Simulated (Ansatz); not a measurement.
# Ligand exchange: Sc(CH3)2(NH2) + GaH(NH2)2 → Sc(CH3)(NH2)2 + GaH(CH3)(NH2)

Species: Sc(CH3)2(NH2), singlet; GaH(NH2)2, singlet; Sc(CH3)(NH2)2, singlet; GaH(CH3)(NH2), singlet. The partners trade CH3 for NH2: Sc–CH3 and Ga–NH2 bonds give way to Sc–NH2 and Ga–CH3.

Shapes, held fixed at every level: PBE0-D4/def2-TZVP. Flexible molecules stand in one conformer, not always the lowest. Programs: Ansatz 0.2.0. Electronic energies: no zero-point or thermal term.

```csv
level,kind,ΔE (kJ/mol),less CCSD(T)/def2-TZVPP
HF/def2-TZVPP,Hartree–Fock,-70.5,+9.6
PBE-D4/def2-TZVPP,GGA,-83.5,-3.4
r2SCAN0-D4/def2-TZVPP,global hybrid,-76.9,+3.2
MP2/def2-SVP,perturbation theory,-78.2,+1.9
CCSD(T)/def2-SVP,coupled cluster or CI,-78.7,+1.4
CCSD/def2-TZVPP,coupled cluster or CI,-78.1,+2.0
CCSD(T)/def2-TZVPP,coupled cluster or CI,-80.1,0.0
```

The highest level, CCSD(T)/def2-TZVPP, gives ΔE = -80.1 kJ/mol; the levels span -83.5 to -70.5. The column of differences is taken from that level and isn't an error. No measured value is set beside it here. Relativity is left out for Ga unless named. Correlated rows may include outer-core shells of Ga, Sc, which these sets cover unevenly.
